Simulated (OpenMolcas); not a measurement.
## 3d5 along the 23-electron sequence

* Program: OpenMolcas 26.06
* Method: SS-CASPT2, IPEA 0.25 Eh, imaginary shift 0.1 Eh
* Basis: ANO-R2
* Scalar Hamiltonian: X2C, finite nucleus
* Spin-orbit coupling: RASSI with atomic mean-field integrals over the reference wave functions, term energies averaged over their components

Active space for each ion: 5 electrons in 5 orbitals (3d); closed shells correlated by CASPT2: 3s 3p.

Computed levels in cm-1 above 6S 5/2:

| Level | Fe3+ | Co4+ | Ni5+ | Cu6+ |
| --- | --- | --- | --- | --- |
| 4G 5/2 | 33300 | 38620 | 43600 | 48210 |
| 4G 7/2 | 33330 | 38670 | 43680 | 48330 |
| 4G 11/2 | 33340 | 38690 | 43710 | 48370 |
| 4G 9/2 | 33350 | 38700 | 43730 | 48400 |
| 4P 5/2 | 36600 | 42490 | 47990 | 52980 |
| 4P 3/2 | 36670 | 42610 | 48190 | 53280 |
| 4P 1/2 | 36760 | 42760 | 48420 | 53640 |
| 4D 7/2 | 39900 | 46210 | 52170 | 57720 |
| 4D 1/2 | 39980 | 46360 | 52400 | 58080 |
| weight of 6S in the lowest level (%) | 100 | 100 | 100 | 100 |

Measured, with the error of the calculation in %. Measured levels: Fe3+ from Corliss and Sugar, J. Phys. Chem. Ref. Data 11, 135 (1982); Co4+ from Sugar and Corliss, J. Phys. Chem. Ref. Data 10, 1097 (1981); Ni5+ from Corliss and Sugar, J. Phys. Chem. Ref. Data 10, 197 (1981); Cu6+ from the list in Gamrath, thesis, University of Mons (2023).

```json
{"Level": "4G 11/2", "Fe3+": "32246 (+3.4)", "Co4+": "37218 (+3.9)", "Ni5+": "41921 (+4.3)", "Cu6+": ""}
{"Level": "4P 5/2", "Fe3+": "35254 (+3.8)", "Co4+": "40753 (+4.3)", "Ni5+": "45884 (+4.6)", "Cu6+": "50732 (+4.4)"}
{"Level": "4P 3/2", "Fe3+": "35333 (+3.8)", "Co4+": "40891 (+4.2)", "Ni5+": "46104 (+4.5)", "Cu6+": "51067 (+4.3)"}
{"Level": "4P 1/2", "Fe3+": "35407 (+3.8)", "Co4+": "41024 (+4.2)", "Ni5+": "46325 (+4.5)", "Cu6+": "51407 (+4.3)"}
{"Level": "4D 7/2", "Fe3+": "38779 (+2.9)", "Co4+": "44709 (+3.4)", "Ni5+": "50331 (+3.6)", "Cu6+": "55742 (+3.5)"}
{"Level": "4D 1/2", "Fe3+": "38897 (+2.8)", "Co4+": "44908 (+3.2)", "Ni5+": "", "Cu6+": "56210 (+3.3)"}
```

4G 5/2 changes by a factor of 1.45 over the same range, with steps per unit of Z of +5320, +4980, +4610 cm-1.

CASPT2 breaks the degeneracy within a term, and the mean is taken; among the terms shown or strongly mixed into the levels shown the widest spread is 79 cm-1 (3d5 4G, Cu6+). Computed and measured levels are paired by configuration, term and J; levels that our copy of the source lacks, or whose pairing is in doubt (as where it misses far off the trend of its configuration), stay unpaired and out of the deviations. Levels of configurations outside the active space are missing.
